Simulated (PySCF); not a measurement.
Mg(iPr)(OH) (C3H8MgO), SMILES C[CH](C)[Mg][OH].

Geometry: r2SCAN-D4/def2-SVP. One conformer was computed; it need not be the lowest.

Calculation: PBE/def2-TZVP in PySCF.

Symmetry labels are those of the subgroup Cs that the program uses (full group Cs).

Task: List the valence orbital energies around the gap with their symmetry. (The exact figures need the calculation; the answer reports its results.)

Result: 
| orbital | symmetry | energy (eV) |
|---|---|---|
| HOMO−7 | A' | -10.15 |
| HOMO−6 | A" | -9.44 |
| HOMO−5 | A" | -8.91 |
| HOMO−4 | A" | -7.87 |
| HOMO−3 | A' | -7.72 |
| HOMO−2 | A' | -6.11 |
| HOMO−1 | A" | -6.11 |
| HOMO | A' | -5.26 |
| LUMO | A' | -1.48 |
| LUMO+1 | A' | -0.27 |
| LUMO+2 | A" | -0.22 |
| LUMO+3 | A' | 0.78 |
